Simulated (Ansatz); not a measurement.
**Molecular dynamics of CO**

The input (input.yaml):

```yaml
crystal:
  lattice:
    - [7.741753, 0.0, 0.0]
    - [0.0, 7.741753, 0.0]
    - [0.0, 0.0, 7.741753]
  atoms:
    - { symbol: O, position: [0.89916426, 0.84649962, 0.94946732] }
    - { symbol: C, position: [0.78314711, 0.78168736, 1.00184996] }
    - { symbol: O, position: [0.2815999, 0.12289572, 0.63007474] }
    - { symbol: C, position: [0.13785642, 0.14216718, 0.65566725] }
    - { symbol: O, position: [0.98077041, 0.23918608, 0.27009351] }
    - { symbol: C, position: [0.99880545, 0.38221425, 0.24641971] }
    - { symbol: O, position: [0.43111792, 0.27179815, 0.24194724] }
    - { symbol: C, position: [0.55655484, 0.23039484, 0.18653805] }
    - { symbol: O, position: [0.71717817, 0.34179574, 0.75597212] }
    - { symbol: C, position: [0.70942175, 0.26353505, 0.63307873] }
    - { symbol: O, position: [0.74978158, 0.6817098, 0.50813082] }
    - { symbol: C, position: [0.8178904, 0.80550042, 0.48056249] }
    - { symbol: O, position: [0.34955089, 0.71792314, 0.80035212] }
    - { symbol: C, position: [0.27198849, 0.60777397, 0.7421818] }
    - { symbol: O, position: [0.34899661, 0.79781337, 0.37077953] }
    - { symbol: C, position: [0.2777427, 0.83764274, 0.24620753] }
basis:
  ecutwfc: 500.0
kpoints:
  mp_grid: { grid: [1, 1, 1] }
hamiltonian:
  xc: r2scan
scf:
  occupations: { method: fermi_dirac, width: 0.02 }
  lower_state_search: "off"
md:
  timestep: 1
  n_steps: 20
  ensemble: nvt_langevin
  temperature: 350.0
  initial_velocities: maxwell_boltzmann
  seed: 579841
  friction: 0.005
```

Command:

```bash
$ ansatz run input.yaml --threads 1 --pin off --max-ram 3072MiB --backend cpu --events-out ev --progress --plain --runs-dir out
```

It goes on from the last frame of an earlier run, with new velocities.

Output, in part (step lines):

```
md step     0: t =     0.00 fs  T =   328.1 K  F+E_penalty+E_count = -6546.66713797 eV  E_kin = 0.678615 eV  (11 SCF iters)
md step     1: t =     1.00 fs  T =   365.4 K  F+E_penalty+E_count = -6546.69439043 eV  E_kin = 0.755610 eV  (10 SCF iters)
md step     2: t =     2.00 fs  T =   352.3 K  F+E_penalty+E_count = -6546.67001999 eV  E_kin = 0.728535 eV  (9 SCF iters)
md step     3: t =     3.00 fs  T =   336.3 K  F+E_penalty+E_count = -6546.60220864 eV  E_kin = 0.695441 eV  (9 SCF iters)
md step     4: t =     4.00 fs  T =   326.0 K  F+E_penalty+E_count = -6546.53607685 eV  E_kin = 0.674123 eV  (9 SCF iters)
md step     5: t =     5.00 fs  T =   310.2 K  F+E_penalty+E_count = -6546.52482538 eV  E_kin = 0.641542 eV  (7 SCF iters)
md step     6: t =     6.00 fs  T =   338.2 K  F+E_penalty+E_count = -6546.57832586 eV  E_kin = 0.699552 eV  (6 SCF iters)
md step     7: t =     7.00 fs  T =   379.9 K  F+E_penalty+E_count = -6546.65464309 eV  E_kin = 0.785774 eV  (6 SCF iters)
md step     8: t =     8.00 fs  T =   388.5 K  F+E_penalty+E_count = -6546.69742658 eV  E_kin = 0.803395 eV  (7 SCF iters)
md step     9: t =     9.00 fs  T =   381.4 K  F+E_penalty+E_count = -6546.68726361 eV  E_kin = 0.788858 eV  (6 SCF iters)
md step    10: t =    10.00 fs  T =   341.3 K  F+E_penalty+E_count = -6546.63628352 eV  E_kin = 0.705876 eV  (9 SCF iters)
md step    11: t =    11.00 fs  T =   312.3 K  F+E_penalty+E_count = -6546.57684747 eV  E_kin = 0.645907 eV  (6 SCF iters)
md step    12: t =    12.00 fs  T =   299.4 K  F+E_penalty+E_count = -6546.54285643 eV  E_kin = 0.619133 eV  (7 SCF iters)
md step    13: t =    13.00 fs  T =   317.6 K  F+E_penalty+E_count = -6546.55249529 eV  E_kin = 0.656812 eV  (7 SCF iters)
md step    14: t =    14.00 fs  T =   336.6 K  F+E_penalty+E_count = -6546.59875362 eV  E_kin = 0.696219 eV  (7 SCF iters)
md step    15: t =    15.00 fs  T =   374.5 K  F+E_penalty+E_count = -6546.65505219 eV  E_kin = 0.774539 eV  (7 SCF iters)
md step    16: t =    16.00 fs  T =   393.5 K  F+E_penalty+E_count = -6546.68994650 eV  E_kin = 0.813914 eV  (6 SCF iters)
md step    17: t =    17.00 fs  T =   403.0 K  F+E_penalty+E_count = -6546.67221711 eV  E_kin = 0.833430 eV  (6 SCF iters)
md step    18: t =    18.00 fs  T =   375.5 K  F+E_penalty+E_count = -6546.60358926 eV  E_kin = 0.776619 eV  (7 SCF iters)
md step    19: t =    19.00 fs  T =   358.2 K  F+E_penalty+E_count = -6546.53158866 eV  E_kin = 0.740837 eV  (7 SCF iters)
md step    20: t =    20.00 fs  T =   366.6 K  F+E_penalty+E_count = -6546.51070344 eV  E_kin = 0.758203 eV  (9 SCF iters)
```

All steps were run. A run of 0.02 ps of so small a system gives no equilibrium averages. Limits of this set-up: coarse k mesh.

Mean squared displacements from the first frame to the last, about the centre of mass: O 0.02 Å², C 0.02 Å².

Last frame:

```xyz
16
Lattice="7.7418 0.0000 0.0000 0.0000 7.7418 0.0000 0.0000 0.0000 7.7418" Properties=species:S:1:pos:R:3
O 6.944 6.514 7.436
C 5.967 6.041 7.778
O 2.302 0.872 4.906
C 1.223 1.137 5.105
O 7.629 1.888 2.028
C 7.739 2.972 1.972
O 3.280 2.171 1.836
C 4.302 1.741 1.519
O 5.564 2.665 5.821
C 5.588 2.137 4.845
O 5.626 5.219 3.914
C 6.260 6.136 3.832
O 2.706 5.594 6.066
C 2.134 4.615 5.974
O 2.699 6.314 2.737
C 2.163 6.502 1.812
```

The run took 21 min on 1 thread of Arm Neoverse N1 (shared host), peak memory 1.3 GiB.
